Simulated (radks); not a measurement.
Radial electron density D(r) = 4 pi r^2 rho(r) of an atom or ion with 43 electrons. Method: scalar-relativistic Kohn-Sham, LDA (Slater exchange, VWN5 correlation), spin-polarised, spherical densities, finite nucleus; Fermi nuclear charge, rms radius of each element as measured or else 0.836 A^(1/3) + 0.57 fm; computed with a radial shooting solver on a logarithmic mesh with Libxc functionals.

r (bohr)  D(r) (e/bohr)   spin D(r)
0.001966          3.233  -0.0000551
0.002253          4.078  -0.0000695
0.002581          5.126  -0.0000873
0.002957          6.417   -0.000109
0.003388          7.993   -0.000136
0.003882          9.901   -0.000168
0.004447          12.19   -0.000206
0.005095          14.90   -0.000252
0.005837          18.05   -0.000305
0.006688          21.68   -0.000365
0.007662          25.75   -0.000433
0.008778          30.21   -0.000507
0.01006           34.96   -0.000586
0.01152           39.81   -0.000668
0.0132            44.53   -0.000750
0.01512           48.82   -0.000830
0.01733           52.34   -0.000905
0.01985           54.76   -0.000974
0.02274           55.85    -0.00104
0.02606           55.51    -0.00109
0.02985           53.91    -0.00112
0.0342            51.54    -0.00108
0.03918           49.16   -0.000841
0.04489           47.73   -0.000135
0.05143           48.15     0.00157
0.05892           50.92     0.00522
0.06751           55.84      0.0124
0.07734           61.85      0.0253
0.08861           67.14      0.0469
0.1015            69.73      0.0808
0.1163            68.26       0.130
0.1333            62.80       0.195
0.1527            55.14       0.275
0.1749            48.27       0.359
0.2004            44.97       0.433
0.2296            46.23       0.475
0.263             50.42       0.465
0.3013            53.98       0.391
0.3452            53.36       0.262
0.3955            47.14       0.113
0.4532            36.85     0.00693
0.5192            26.00      0.0136
0.5948            17.92       0.187
0.6815            14.05       0.537
0.7807            13.49        1.01
0.8945            14.11        1.51
1.025             14.04        1.90
1.174             12.58        2.08
1.345             10.10        2.03
1.541             7.373        1.79
1.766             4.995        1.44
2.023             3.200        1.05
2.318             1.958       0.705
2.655             1.141       0.427
3.042            0.6235       0.232
3.485            0.3120       0.111
3.993            0.1394      0.0454
4.574           0.05430      0.0156
5.241           0.01798     0.00433
6.004          0.004945    0.000917

What is the nuclear charge?

Answer. Z = 44. The innermost maximum, from 1s, lies near gamma/Z bohr with gamma = sqrt(1 - (Z/c)^2) = 0.947, here 0.0215 bohr (found: 0.0235), and its height grows with Z. The density is that of the ruthenium ion Ru+ in [Kr] 4d7; the configuration itself is not fixed sharply by these data, and Z only to a few units. D(r) has 4 maxima, at r = 0.0235, 0.104, 0.319, 0.954 bohr, and minima at 0.0467, 0.205, 0.750 bohr, inside which lie 2.01, 11.09, 29.13 electrons.
